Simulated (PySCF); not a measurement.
**Electron correlation in Al (aluminium, neutral)**

[Ne] 3s2 3p1, 2P determinant. Calculation: PySCF 2.14, in cc-pVDZ-DK; the spin-free X2C one-electron Hamiltonian (Gaussian nucleus). Frozen: [Ne]; 3 electrons correlated.

MP2 pair energies summed by pair of shells (mhartree):

```csv
pair,energy,share (%)
3s-3s,-18.29,59.9
3s-3p,-12.26,40.1
```

Total MP2 correlation energy: -30.55 mhartree.

Same-spin part -2.11 and opposite-spin part -28.44 mhartree; SCS-MP2 scales them by 1/3 and 6/5 to -34.83 mhartree.

```tsv
level	correlation energy (mhartree)
CCSD	-47.01
(T)	-0.68
CCSD(T)	-47.69
```

Diagnostics: T1 = 0.014, D1 = 0.0334, largest double amplitude 0.106.

Cost of the coupled-cluster step: 0.15 s of wall time on 1 thread of Neoverse-N1 (shared host), for 3 correlated electrons.
